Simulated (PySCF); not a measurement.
Interval between two levels of Mn⁺ by level of theory

Mn⁺ [Ar] 3d5 4s1 [7S3, M_J = 3] → Mn⁺ [Ar] 3d4 4s1 5s1 [7D5, M_J = 5], as a difference of total energies. Calculation: PySCF 2.14, in x2c-TZVPall-2c with one added diffuse shell each of s, p, d type (7s8p5d1f, 63 functions); the two-component X2C-1e Hamiltonian. Correlated levels: [Ne] frozen; the 6 highest virtual spinors dropped. "Screened" scales the spin-orbit matrix elements by Boettger's factors to mimic the two-electron term; Breit and QED terms are absent.

```
                    method  interval between two levels (cm⁻¹)
           GHF (spin-free)                              126140
          GMP2 (spin-free)                              133480
 GHF (screened spin-orbit)                              126530
GMP2 (screened spin-orbit)                              133860
```

The labels give the starting determinants; with spin-orbit coupling the two ends relaxed to ⟨J²⟩ = 12.00, ⟨L²⟩ = 0.00, ⟨S²⟩ = 12.00 and ⟨J²⟩ = 30.01, ⟨L²⟩ = 6.01, ⟨S²⟩ = 12.00.

The promoted electron is Rydberg-like, and one or two diffuse shells describe it only roughly, which tends to raise the upper state.
